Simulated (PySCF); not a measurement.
## Br (bromine, neutral) across methods

[Ar] 3d10 4s2 4p4 4d1, one real determinant (an excited configuration). Calculation: PySCF 2.14, in aug-cc-pVTZ-PP with ECP10MDF (6s5p4d2f, 55 functions); scalar relativity through the core potential.

```
method  E (hartree)  mean ε 4p α (eV)  mean ε 4p β (eV)  mean ε 4d α (eV)  Σ⟨r²⟩ (bohr²)   ⟨S²⟩
  PBE0    -416.3965           -12.528           -10.725             0.677          46.69  3.754
   UHF   -415.12040           -16.418           -13.845            -0.809          46.73  3.761
  MN15    -416.8803           -12.870           -11.176             0.514          46.72  3.754
r2SCAN    -416.2965           -11.528            -9.785             1.275          46.65  3.755
  PW91    -416.5641           -11.016            -9.430             1.262          46.90  3.753
   PBE    -416.4245           -10.967            -9.365             1.288          46.93  3.753
 M06-L    -416.4524           -11.309            -9.433             1.415          46.58  3.755
   LDA    -415.8287           -11.069            -9.482             1.387          47.00  3.752
```

Problem. Estimate the same row for M06-2X.

Solution. E (hartree) = -416.6027; mean ε 4p α (eV) = -13.765; mean ε 4p β (eV) = -12.007; mean ε 4d α (eV) = 0.205; Σ⟨r²⟩ (bohr²) = 47.08; ⟨S²⟩ = 3.756.

⟨L²⟩ = 8.06 against 12 for a pure F term, so this real determinant mixes terms. Energies and moments cover only the electrons outside the core potential. The outer electron is Rydberg-like, and this basis confines it to a smaller radius and binds it less than a complete one would.

The highest occupied level is positive at M06-2X, PBE0, MN15, r2SCAN, PW91, PBE, M06-L, LDA: only the finite basis holds that electron, which in a density functional comes from self-interaction.
